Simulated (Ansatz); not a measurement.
`CSB(O)F` + H₂ → `OBF` + CH₃SH at 500 K and 1 bar (hydrogenolysis of a B–S bond).

Program: Ansatz. Geometries: PBE0-D4/def2-TZVP. ΔE: electronic, gas phase. CBS: MP2 limit from def2 TZ/QZ plus the TZ coupled-cluster correction, frozen cores. This one scheme is used for every species. Each species was taken in one conformer, which may not be the lowest.

| species | CCSD(T)/CBS energy (Eh) | H − E (kJ/mol) | S (J/(mol·K)) |
| --- | --- | --- | --- |
| `CSB(O)F` | -638.14232 | 202.1 | 388.4 |
| H₂ | -1.17544 | 41.0 | 145.5 |
| `OBF` | -201.07426 | 102.6 | 282.2 |
| CH₃SH | -438.22835 | 145.1 | 283.7 |

H − E and S are ideal-gas, rigid-rotor, harmonic terms from PBE0-D4/def2-TZVP, for one conformer and one mirror image of each species. The MP2-based limit puts H₂ 0.8 mEh under its directly extrapolated value; such offsets cancel only in part. 1 Eh = 2625.50 kJ/mol, R = 8.31446 J/(mol·K).

Problem. By hand: ΔE, ΔH, ΔS and ΔG.

Solution. ΔE = (-201.07426) + (-438.22835) − (-638.14232) − (-1.17544) = 0.01515 Eh = 39.8 kJ/mol. Δ(H − E) = 102.6 + 145.1 − 202.1 − 41.0 = 4.6, so ΔH = 44.4 kJ/mol. ΔS = 282.2 + 283.7 − 388.4 − 145.5 = 32.0 J/(mol·K). ΔG = 44.4 − 500 × (32.0)/1000 = 28.4 kJ/mol.

Problem. By hand: the equilibrium constant, and the temperature at which ΔG would vanish if ΔH and ΔS stayed fixed.

Solution. log₁₀ K = −ΔG/(RT ln 10) = -3.0. ΔG = 0 at ΔH/ΔS = 1388 K.

TΔS isn't small against ΔH here. A doubt of 5 kJ/mol in ΔE shifts log₁₀ K by 0.5 here. Other conformers and mirror images would add mixing entropy, several J/(mol·K) or more a flexible species. These are equilibria of isolated gas molecules and say nothing of rates. Largest T1 diagnostic: 0.013 (customary marks: 0.02 for closed shells, 0.045 for open ones).
